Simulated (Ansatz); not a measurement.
Basis sets compared for B₉As₈H₂₄⁻, a nanocrystal cut from wurtzite BAs (hydrogen-capped). Charge -1, multiplicity 1. Geometry r2SCAN-D4/def2-SVP. Ansatz on 2 threads of AMD EPYC 7R13 on a shared host and a share (18 GiB) of an NVIDIA H100 80GB HBM3; times are rough, and most runs start from earlier orbitals.

```
atom    x (Å)    y (Å)    z (Å)
  B1   1.6320   2.2472   1.4642
 As2   1.9047   0.9516   3.0364
 As3  -0.1633   1.7298   0.5289
  B4  -1.1548   0.2230   1.5463
  B5  -3.2829   1.0693  -1.0123
 As6  -2.9094  -0.2561   0.5296
  B7   1.8070  -1.0752   2.7259
 As8   0.1618  -1.3768   1.4948
  B9  -2.9208  -2.2387  -0.0564
As10   3.1436   1.9642   0.1002
 B11   0.1150   1.2658  -1.4701
As12  -1.7128   0.7268  -2.3128
 B13   3.3247   0.1697  -0.8804
As14   1.3970  -0.3624  -1.4407
 B15   0.5191  -1.9571  -0.4584
 B16  -1.6571  -1.2004  -3.0595
As17  -1.3255  -2.3491  -1.3702
 H18   1.6300   3.3956   1.8589
 H19   0.9227   1.4008   4.0897
 H20   3.1847   1.3366   3.7506
 H21  -0.9889   2.9902   0.6169
 H22  -1.3610   0.5668   2.6966
 H23  -3.2463   2.2185  -0.5994
 H24  -4.3261   0.7539  -1.5607
 H25  -3.9948  -0.0664   1.5709
 H26   1.6226  -1.6024   3.8078
 H27   2.8414  -1.3897   2.1710
 H28  -0.5836  -2.5228   2.1327
 H29  -2.7431  -2.9664   0.9071
 H30  -3.9449  -2.4541  -0.6846
 H31   4.4507   2.3672   0.7527
 H32   3.0182   3.1147  -0.8673
 H33   0.6350   2.2058  -2.0445
 H34  -1.8686   1.6802  -3.4811
 H35   3.7881  -0.6176  -0.0790
 H36   4.0098   0.3618  -1.8684
 H37   1.5259  -0.7899  -2.8817
 H38   1.2587  -2.9216  -0.4806
 H39  -2.7611  -1.4809  -3.4980
 H40  -0.7395  -1.3202  -3.8551
 H41  -1.2083  -3.7918  -1.8197
```

Single mean-field runs in def2-SVP, def2-TZVP are fitted with def2-universal-jkfit.

```json
{"level": "PBE-D4/def2-SVP", "functions": "502", "energy (Eh)": "-18119.9923", "HOMO (eV)": "-2.56", "LUMO (eV)": "1.50", "wall time": "5.5 s"}
{"level": "PBE0-D4/def2-SVP", "functions": "502", "energy (Eh)": "-18120.6232", "HOMO (eV)": "-3.62", "LUMO (eV)": "2.25", "wall time": "5.5 s"}
```

Q: Estimate the rows for PBE-D4/def2-TZVP, PBE0-D4/def2-TZVP.

A: 
```tsv
level	functions	energy (Eh)	HOMO (eV)	LUMO (eV)	wall time
PBE-D4/def2-TZVP	807	-18122.4423	-2.69	1.21	8 s
PBE0-D4/def2-TZVP	807	-18123.0584	-3.69	1.96	13 s
```
